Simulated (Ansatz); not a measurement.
A structure relaxed at r2SCAN-D4/def2-SVPD in Ansatz, charge -1, singlet:

Cartesian coordinates in Å:
```
Li 1.100 1.731 0.899
Li -0.428 -0.670 -0.346
I -1.672 -2.658 -1.400
I -0.992 2.199 -0.440
I 1.992 -0.602 1.287
```

Give its formula and point group.

the cluster Li2I3⁻. Point group C2v (tolerance 0.1 Å).

Summarise the bond lengths by kind (pairs closer than 1.2 times the sum of covalent radii, bridged metal pairs left out).

5 × I–Li 2.53 to 2.93 Å.

In the def2 sets I takes a core potential; there is no spin–orbit coupling. The structure comes from a short search, and lower isomers may exist.
